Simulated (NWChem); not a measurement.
Species: AlBrClF; SMILES [F][Al]([Cl])[Br]

```xyz
4

Al    -0.4201     0.5914     0.0000
F     -2.0402     0.9137     0.0000
Cl     0.9072     2.1861     0.0000
Br     0.2716    -1.5196     0.0000
```
Atoms are numbered in this order, from 1.

All runs: NWChem. Structure relaxed at the PBE0/def2-SVP level. GIAO values for the isolated, static molecule; σ is the absolute isotropic shielding, δ = σ(reference) − σ with the isolated reference molecule computed at the same levels (19F: trichlorofluoromethane). Spin-orbit effects, on the heavy nuclei and on their neighbours, are missing.

For level BHandHLYP/pcSseg-1:

| Quantity | Result |
|---|---|
| δ F2 (ppm) | -124.5 |
| σ Cl3 (ppm) | 963.1 |
| σ Br4 (ppm) | 2764.3 |

Question: What are these values for level KT2/pcSseg-1?

Answer: The δ F2 (ppm) is -143.7 and the σ Cl3 (ppm) comes out as 916.8. The σ Br4 (ppm) comes out as 2664.2.
